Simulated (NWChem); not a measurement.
# BeH$_{2}$; SMILES [BeH2]

```xyz
3

Be     0.0000     0.0000     0.0000
H      0.0000     0.0000     1.3303
H      0.0000     0.0000    -1.3303
```
Atoms are numbered in this order, from 1.

Structure relaxed at the B3LYP/6-31G* (spherical d) level.

Give the principal values of the shielding tensors (ppm) of Be1 from PBE0/pcSseg-1, GIAO (NWChem), with their diamagnetic and paramagnetic parts as GIAO splits them.


```tsv
atom	σ11	σ22	σ33	isotropic	diamagnetic	paramagnetic
Be1	44.8	44.8	149.5	79.7	147.0	-67.4
```
